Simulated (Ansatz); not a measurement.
`C=N[SiH](C)Cl` + `OC=S` → `C[SiH](Cl)OC=S` + `C=N`  (ligand exchange at the Si–N bond)

Computed with Ansatz on PBE0-D4/def2-TZVP structures; ΔE is electronic, products minus reactants. CBS: MP2 limit from def2 TZ/QZ plus the TZ coupled-cluster correction, frozen cores. This one scheme is used for every species. One conformer a species, not always the lowest.

```tsv
species	HF/def2-QZVPP energy (Eh)
`C=N[SiH](C)Cl`	-882.28782
`OC=S`	-511.47842
`C[SiH](Cl)OC=S`	-1299.70839
`C=N`	-94.07628
```

(1) Work out ΔE.

Largest T1 diagnostic among the species: 0.018.

Results:

(1) ΔE = (-1299.70839) + (-94.07628) − (-882.28782) − (-511.47842) = -0.01843 Eh = -48.4 kJ/mol. CCSD(T)/CBS gives -43.0 kJ/mol.

From PBE to PBE0 (25 % exact exchange), in def2-TZVPP and without D4, ΔE moves by −3.4 kJ/mol. In def2-TZVPP, CCSD(T) changes the Hartree–Fock value by +3.2 kJ/mol (the triples alone add +1.1 kJ/mol) and MP2 by +5.9 kJ/mol.
